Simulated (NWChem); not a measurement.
Species: SiH cation, singlet

All runs: NWChem. Low-valent species are run as closed-shell singlets; no triplet was tried in these runs. All runs use the structure optimised with PBE0-D3(BJ)/def2-TZVP. B3LYP is NWChem's, with the RPA form of VWN correlation. Vertical excitations in the gas phase; the lowest state need not have the same character in each row.

### Question
Order these by “lowest excitation, singlet (eV)”, lowest first: PBE/def2-SVPD, TDA; LDA (Slater exchange, VWN5)/def2-SVPD, TDA; B3LYP/def2-SVPD, TDA.

### Answer
LDA (Slater exchange, VWN5)/def2-SVPD, TDA (3.20), PBE/def2-SVPD, TDA (3.30), B3LYP/def2-SVPD, TDA (3.39)
